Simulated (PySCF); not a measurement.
## Assigning NMR signals

Molfile (atoms numbered from 1):
```
C5H10O2
     RDKit          3D

 17 16  0  0  0  0  0  0  0  0999 V2000
   -0.5040    1.3046   -0.7346 C   0  0  0  0  0  0  0  0  0  0  0  0
   -0.4069   -0.0683   -0.0781 C   0  0  0  0  0  0  0  0  0  0  0  0
   -0.9334   -1.1553   -1.0245 C   0  0  0  0  0  0  0  0  0  0  0  0
   -1.2005   -0.0940    1.2346 C   0  0  0  0  0  0  0  0  0  0  0  0
    1.0548   -0.3626    0.2281 C   0  0  0  0  0  0  0  0  0  0  0  0
    1.9860    0.3551   -0.0279 O   0  0  0  0  0  0  0  0  0  0  0  0
    1.2200   -1.5481    0.8361 O   0  0  0  0  0  0  0  0  0  0  0  0
   -0.1070    2.0888   -0.0744 H   0  0  0  0  0  0  0  0  0  0  0  0
    0.0723    1.3391   -1.6699 H   0  0  0  0  0  0  0  0  0  0  0  0
   -1.5552    1.5380   -0.9619 H   0  0  0  0  0  0  0  0  0  0  0  0
   -0.3754   -1.1613   -1.9736 H   0  0  0  0  0  0  0  0  0  0  0  0
   -1.9924   -0.9637   -1.2566 H   0  0  0  0  0  0  0  0  0  0  0  0
   -0.8534   -2.1527   -0.5698 H   0  0  0  0  0  0  0  0  0  0  0  0
   -1.1332   -1.0765    1.7224 H   0  0  0  0  0  0  0  0  0  0  0  0
   -2.2608    0.1210    1.0308 H   0  0  0  0  0  0  0  0  0  0  0  0
   -0.8310    0.6674    1.9388 H   0  0  0  0  0  0  0  0  0  0  0  0
    2.1730   -1.6453    0.9835 H   0  0  0  0  0  0  0  0  0  0  0  0
  1  2  1  0
  2  3  1  0
  2  4  1  0
  2  5  1  0
  5  6  2  0
  5  7  1  0
  1  8  1  0
  1  9  1  0
  1 10  1  0
  3 11  1  0
  3 12  1  0
  3 13  1  0
  4 14  1  0
  4 15  1  0
  4 16  1  0
  7 17  1  0
M  END
```

PySCF 2.14.0 with density-fitted response routines calculation with J couplings at B3LYP/pcJ-1 (without the spin–dipole term), shielding tensors at PBE0/pcSseg-1 (GIAO) and geometry from PBE0-D3(BJ)/def2-SVP; averaged over atoms made equivalent by symmetry, fast rotation or ring inversion, relativity neglected, isolated molecule, one computed conformer.

Referencing at the same level of theory: ¹³C (σref 184.41), ¹H (σref 31.27) against TMS.

Q: Assign these signals to the numbered atoms. ¹³C{¹H} NMR (computed): δ 182.2, 38.2, 28.8.

A: 
182.2 → C5, carboxylic acid carbon: it is a carbonyl in resonance with an O or N lone pair, the region of acids, esters and amides
38.2 → C2, quaternary sp3 carbon α to a carbonyl: α to the electron-withdrawing carbonyl group
28.8 → C1/C3/C4, methyl carbon: a saturated carbon with 1 carbon neighbour and no heteroatom attached

Q: Assign these signals to the numbered atoms. ¹H NMR (300 MHz, computed): δ 5.48 (br s, 1H), 1.21 (s, 9H).

A: 
| δ (ppm) | atoms | environment | reason |
| --- | --- | --- | --- |
| 5.48 | H17 | hydrogen on an acid hydroxyl oxygen | exchangeable, gas-phase position |
| 1.21 | H8/H9/H10/H11/H12/H13/H14/H15/H16 | hydrogen on a methyl carbon | – |

OH and NH positions are those of a molecule without intermolecular hydrogen bonds; in solution they move with solvent, concentration and temperature, and exchange usually removes their couplings. Shifts are as computed. Against solution values, carbons near 30 ppm lie about +2 ppm off and those near 130 ppm about +5 ppm. Of 1211 compounds with measured shifts, 218 miss one by over three times the rms of a fit or turn the order of signals round; such compounds aren't used in these exercises. Hydrogen bonding in solution deshields acid and N–H amide carbonyl carbons by as much as 10 ppm beyond these values.
